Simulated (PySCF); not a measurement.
Computed properties of C5H9N, SMILES C=C(C)/N=C/C

C5H9N, SMILES C=C(C)/N=C/C. Coordinates come from a B3LYP-D3(BJ)/def2-SVP optimisation. The structure was generated by enumeration; whether it is a known compound was not checked. Other conformers were not sampled. All values are computed for the isolated molecule unless a solvent is named; none is compared with measurement here.

**Structure.** All 39 harmonic modes at B3LYP-D3(BJ)/def2-SVP (PySCF) are real, so it is a minimum. With heavy atoms numbered as in [CH2:1]=[C:2]([CH3:3])/[N:4]=[CH:5]/[CH3:6], the shortest bond between them is N4–C5 at 1.271 Å and the longest C2–C3 at 1.505 Å.

**Vibrations.** The strongest infrared lines (harmonic, unscaled, degenerate partners summed) lie at 1766 cm⁻¹ (119 km/mol, C 56 %, N 40 %), 1691 cm⁻¹ (50 km/mol, C 88 %, H 11 %), 1291 cm⁻¹ (43 km/mol, C 57 %, H 36 %). The softest mode is at 112 cm⁻¹ and the zero-point energy is 80.7 kcal/mol.

**Electronic structure.** M06-2X/def2-TZVP (PySCF) places the frontier levels at -7.78 and 0.41 eV, a gap of 8.19 eV, and gives a dipole moment of 1.44 D and a mean polarisability of 71.3 bohr³. PBE/def2-TZVP (PySCF) at the same geometry gives -5.41 and -1.59 eV, so its gap is 4.37 eV narrower. An orbital gap is neither the optical nor the fundamental gap.

**Excitations.** TDDFT-B3LYP/def2-SVPD (PySCF) has S1 at 4.52 eV (274 nm, f = 0.051, bright); the most intense of the 10 singlets computed lies at 6.51 eV (f = 0.21). T1 (TDA) is at 3.58 eV. TDDFT-PBE/def2-SVPD (PySCF) puts S1 at 4.22 eV. No vertical singlet excitation falls in the visible range (under 3.1 eV).

**NMR.** GIAO shifts at HF/pcSseg-1 (PySCF) (non-relativistic, atoms alike by connectivity averaged): ¹³C from 25.3 to 169.9 ppm against TMS; ¹H from 2.2 to 7.7 ppm against TMS.
